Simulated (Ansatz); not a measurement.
Ge₁₈BH₂₈, a doped nanocrystal cut from the lattice of germanium (B on an inner site). The state is a doublet with charge 0. Geometry PBE-D4/def2-SVP.

```xyz
47

Ge    1.697   -0.620    1.255
Ge    1.068    4.289    0.077
Ge   -0.660   -3.481    2.640
Ge   -1.205    1.129    1.093
Ge    1.657   -4.054   -0.608
Ge    0.980    0.852   -1.777
Ge   -1.321   -1.347   -0.601
Ge   -2.162    3.236   -2.091
Ge    0.864   -1.681    3.303
Ge    3.144   -2.274    0.157
Ge    0.597   -5.127    1.325
Ge    0.125    3.050    1.959
Ge    2.437    2.757   -1.243
B     0.218    0.019   -0.043
Ge   -0.796    5.109   -1.286
Ge   -2.431   -2.605    1.193
Ge   -3.096    2.127   -0.118
Ge   -0.111   -3.049   -1.962
Ge   -0.720    1.693   -3.331
H     2.637    0.559    1.669
H     1.893    5.487    0.649
H    -1.281   -4.204    3.876
H    -1.712    0.333    2.338
H     2.395   -5.116   -1.483
H     1.879   -0.168   -2.548
H    -2.379   -0.688   -1.542
H    -3.309    3.807   -2.983
H     2.032   -2.291    4.135
H     0.114   -0.669    4.220
H     4.194   -2.863    1.145
H     3.905   -1.651   -1.049
H     1.705   -5.777    2.207
H    -0.349   -6.262    0.833
H     1.195    2.501    2.946
H    -0.900    3.911    2.765
H     3.684    2.307   -0.428
H     2.930    3.479   -2.532
H    -1.665    6.088   -0.441
H    -0.221    5.905   -2.496
H    -3.466   -1.747    1.974
H    -3.197   -3.791    0.531
H    -3.745    3.191    0.819
H    -4.190    1.085   -0.484
H     0.408   -2.362   -3.258
H    -1.204   -4.093   -2.356
H    -0.064    2.462   -4.519
H    -1.577    0.542   -3.935
```

Single mean-field runs in def2-SVP, def2-TZVP are fitted with def2-universal-jkfit.

Q: Estimate the α-spin orbital energies around the gap (eV) in Ansatz with PBE-D4/def2-SVP, PBE-D4/def2-TZVP, r2SCAN-D4/def2-TZVP, PBE0-D4/def2-SVP, r2SCAN0-D4/def2-TZVP.

A: 
| orbital | PBE-D4/def2-SVP | PBE-D4/def2-TZVP | r2SCAN-D4/def2-TZVP | PBE0-D4/def2-SVP | r2SCAN0-D4/def2-TZVP |
| --- | --- | --- | --- | --- | --- |
| HOMO−9 | -6.77 | -6.81 | -7.07 | -7.80 | -7.97 |
| HOMO−8 | -6.61 | -6.65 | -6.92 | -7.64 | -7.82 |
| HOMO−7 | -6.58 | -6.61 | -6.88 | -7.59 | -7.77 |
| HOMO−6 | -6.56 | -6.60 | -6.86 | -7.57 | -7.74 |
| HOMO−5 | -6.55 | -6.59 | -6.85 | -7.56 | -7.72 |
| HOMO−4 | -6.48 | -6.52 | -6.79 | -7.50 | -7.67 |
| HOMO−3 | -6.34 | -6.37 | -6.63 | -7.30 | -7.46 |
| HOMO−2 | -6.09 | -6.12 | -6.35 | -7.05 | -7.20 |
| HOMO−1 | -5.98 | -6.02 | -6.25 | -6.96 | -7.11 |
| HOMO | -5.56 | -5.59 | -5.89 | -6.54 | -6.76 |
| LUMO | -1.69 | -1.83 | -1.69 | -1.02 | -1.09 |
| LUMO+1 | -1.59 | -1.72 | -1.58 | -0.91 | -0.96 |
| LUMO+2 | -1.41 | -1.55 | -1.38 | -0.71 | -0.75 |
| LUMO+3 | -1.41 | -1.54 | -1.37 | -0.69 | -0.74 |
| LUMO+4 | -1.33 | -1.46 | -1.31 | -0.64 | -0.67 |
| LUMO+5 | -1.24 | -1.39 | -1.19 | -0.49 | -0.54 |
| β HOMO | -5.94 | -5.98 | -6.21 | -6.90 | -7.04 |
| β LUMO | -5.13 | -5.16 | -5.11 | -4.67 | -4.58 |
